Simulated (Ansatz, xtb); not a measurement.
## Two isomers of C3H7BN2Si

Structure I is `Bc1ccn([SiH3])n1`, a singlet and structure II is `Bn1cc([SiH3])cn1`, a singlet. Both are isolated molecules in the gas phase, relaxed with PBE-D3(BJ)/def2-SVP; the shapes shown needn't be the lowest conformers.

I (Å):

```
atom    x (Å)    y (Å)    z (Å)
   C   0.5014   0.2549  -0.7297
   C   0.7353  -1.1173  -0.3655
   C  -0.2740  -1.4489   0.5173
   B   1.2948   1.1642  -1.6773
   N  -1.0590  -0.3160   0.6578
   N  -0.6069   0.7115  -0.0815
  Si  -2.5383  -0.0136   1.6424
   H   2.2819   0.7313  -2.2437
   H   0.9383   2.3106  -1.8618
   H   1.5480  -1.7609  -0.7189
   H  -0.5080  -2.3749   1.0551
   H  -3.6630   0.3463   0.7241
   H  -2.2538   1.0881   2.6134
   H  -2.8083  -1.3070   2.3516
```

II (Å):

```yaml
atoms:
  - { symbol: C, position_ang: [-0.1330, -0.0151, -0.5714] }
  - { symbol: C, position_ang: [-0.8393, -0.7290, 0.3779] }
  - { symbol: C, position_ang: [-0.8168, 0.1538, 1.5264] }
  - { symbol: B, position_ang: [1.0204, 2.2401, -0.6286] }
  - { symbol: N, position_ang: [0.2665, 1.1927, -0.0063] }
  - { symbol: N, position_ang: [-0.1685, 1.2816, 1.3018] }
  - { symbol: Si, position_ang: [-1.6204, -2.4207, 0.1914] }
  - { symbol: H, position_ang: [1.3531, 2.0637, -1.7809] }
  - { symbol: H, position_ang: [1.2789, 3.2264, 0.0172] }
  - { symbol: H, position_ang: [0.1278, -0.2533, -1.6093] }
  - { symbol: H, position_ang: [-1.0377, -3.3875, 1.1862] }
  - { symbol: H, position_ang: [-1.3601, -2.9233, -1.2012] }
  - { symbol: H, position_ang: [-3.1051, -2.3493, 0.4245] }
  - { symbol: H, position_ang: [-1.2676, -0.0236, 2.5134] }
```

Question: Estimate E(II) − E(I) at the level CCSD(T)/def2-SVP + ΔMP2/def2-TZVPP.

Answer: Calculated at CCSD(T)/def2-SVP + ΔMP2/def2-TZVPP: E(II) − E(I) = −10.4 kcal/mol, so structure II lies lower.

The same difference at several levels:

```json
{"level": "GFN2-xTB", "geometry": "GFN2-xTB", "E(II) − E(I) (kcal/mol)": "−3.4", "departure from the last row (kcal/mol)": "+7.1", "job, with rough time for the two": "optimisation, 0.29 s"}
{"level": "HF/STO-3G", "geometry": "GFN2-xTB", "E(II) − E(I) (kcal/mol)": "−12.3", "departure from the last row (kcal/mol)": "−1.9", "job, with rough time for the two": "single point, 0.84 s"}
{"level": "r2SCAN-D4/def2-SVP", "geometry": "GFN2-xTB", "E(II) − E(I) (kcal/mol)": "−11.7", "departure from the last row (kcal/mol)": "−1.3", "job, with rough time for the two": "single point, 7.8 s"}
{"level": "PBE-D3(BJ)/def2-SVP", "geometry": "PBE-D3(BJ)/def2-SVP", "E(II) − E(I) (kcal/mol)": "−11.2", "departure from the last row (kcal/mol)": "−0.7", "job, with rough time for the two": "optimisation, 2 min"}
{"level": "HF/def2-SVP", "geometry": "PBE-D3(BJ)/def2-SVP", "E(II) − E(I) (kcal/mol)": "−12.8", "departure from the last row (kcal/mol)": "−2.3", "job, with rough time for the two": "part of the CCSD(T) run"}
{"level": "MP2/def2-SVP", "geometry": "PBE-D3(BJ)/def2-SVP", "E(II) − E(I) (kcal/mol)": "−9.8", "departure from the last row (kcal/mol)": "+0.7", "job, with rough time for the two": "part of the CCSD(T) run"}
{"level": "CCSD(T)/def2-SVP", "geometry": "PBE-D3(BJ)/def2-SVP", "E(II) − E(I) (kcal/mol)": "−12.0", "departure from the last row (kcal/mol)": "−1.5", "job, with rough time for the two": "single point"}
{"level": "CCSD(T)/def2-SVP + ΔMP2/def2-TZVPP", "geometry": "PBE-D3(BJ)/def2-SVP", "E(II) − E(I) (kcal/mol)": "−10.4", "departure from the last row (kcal/mol)": "", "job, with rough time for the two": "single point, 2.9 min"}
```

As drawn, II has 1 B–N, 1 C–Si in place of 1 C–B, 1 N–Si.

None of the levels shown reverses the order. The largest departure from CCSD(T)/def2-SVP + ΔMP2/def2-TZVPP is that of GFN2-xTB, 7.1 kcal/mol. The last row adds to CCSD(T) the change of the MP2 difference between the two basis sets, here +1.5 kcal/mol.

With thermal terms from frequencies at re-optimised GFN2-xTB minima (ideal gas, soft modes damped towards free rotors, one conformer each, 298.15 K, 1 atm): the zero-point term adds +0.7 kcal/mol; ΔH is −10.0 and ΔG −9.1 kcal/mol.

The correlated steps freeze 11 core orbitals. Programs: Ansatz 0.2.0, xtb 6.7.1; the last row on 2 threads of AMD EPYC 7R43 64-Core Processor (Zen 3) on a shared host.
